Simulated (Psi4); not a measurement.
Psi4 input (wB97X-D/6-311+G**):

```
memory 1500 MB

molecule {
1 2
F    -0.00000000   -0.00000000   -1.20332382
B     0.00000000    0.00000000    0.02582666
O     0.00000000    0.00000000    1.33759763
symmetry c1
no_reorient
no_com
}

set {
  basis 6-311+G**
  reference uks
  scf_type pk
  dft_radial_points 99
  dft_spherical_points 590
  e_convergence 1e-8
  d_convergence 1e-7
  maxiter 150
}

e = energy('wb97x-d')
print_out(f'\nFINAL {e:.10f} DIPOLE {variable("CURRENT DIPOLE")[0]:.6f} {variable("CURRENT DIPOLE")[1]:.6f} {variable("CURRENT DIPOLE")[2]:.6f}\n')
```

What final total energy does it give?

-199.52069 Eh.
